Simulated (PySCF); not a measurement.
**Correlation energy of Sn (tin, neutral)**

[Kr] 4d10 5s2 5p2, high-spin 3P determinant. Computed with PySCF 2.14 in x2c-TZVPPall, with scalar relativity by spin-free X2C-1e. Frozen: [Kr] 4d10; 4 electrons correlated.

```
  level  correlation energy (mhartree)
   CCSD                         -54.70
    (T)                          -1.45
CCSD(T)                         -56.15
  CCSDT                         -56.57
```

Diagnostics: T1 = 0.0089, D1 = 0.0242, largest double amplitude 0.092.

Cost of the coupled-cluster step: of the order of 1.4 core-seconds, for 4 correlated electrons.
